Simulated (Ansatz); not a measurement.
Gas-phase reaction in SMILES: FB(F)[SiH3] -> FB(F)[SiH2] + H atom (the H-Si bond at the site shown breaks; other sites are not compared here)
Structures are relaxed separately at B3LYP-D3(BJ)/def2-TZVP in Ansatz (a program for electronic structure), one conformer each, not searched for the lowest.

Property: bond dissociation energy (electronic energy difference), in eV. Correlated levels leave the core frozen unless marked. UHF or UKS for open shells. Spin-orbit coupling is left out. Non-relativistic. CBS marks a two-point X^-3 extrapolation of the correlation energy; Hartree-Fock from the larger set.

```tsv
level	program	bond dissociation energy (eV)
r2SCAN-D3(BJ)/def2-TZVPD	Ansatz + dftd3	3.74
B3LYP/def2-TZVPD	Ansatz	3.90
PBE0/def2-SVP	Ansatz	3.73
BHLYP-D3(BJ)/def2-TZVPD	Ansatz + dftd3	3.94
MP2/cc-pV(D+d)Z	Ansatz	3.68
RI-MP2/CBS(aug-cc-pV(T+d)Z,aug-cc-pV(Q+d)Z)	Ansatz	3.91
RI-MP2/CBS(cc-pV(T+d)Z,cc-pV(Q+d)Z)	Ansatz	3.92
```

Q: Estimate the value at CCSD(T)/CBS(aug-cc-pV(T+d)Z,aug-cc-pV(Q+d)Z) as computed with Ansatz.

A: 3.99 eV, so RI-MP2/CBS(cc-pV(T+d)Z,cc-pV(Q+d)Z) differs from it by -0.07 eV.
